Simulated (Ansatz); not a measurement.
Species: C$_{3}$H$_{3}$Cl, SMILES `ClC1=CC1` (charge 0, multiplicity 1).

Q: Give a relaxed geometry from B3LYP-D3(BJ)/def2-TZVP (Ansatz, an electronic-structure program).

A: the end point of this relaxation (outside a Z-matrix the atoms follow the SMILES, hydrogens last).
Z-matrix (Å, degrees):
```
C
C 1 1.2844
H 2 1.0735 1 151.83
C 1 1.4836 2 66.67 3 -180.00
H 4 1.0890 1 119.66 2 105.13
H 4 1.0890 5 114.04 1 -151.36
Cl 1 1.6926 2 148.89 3 0.00
```
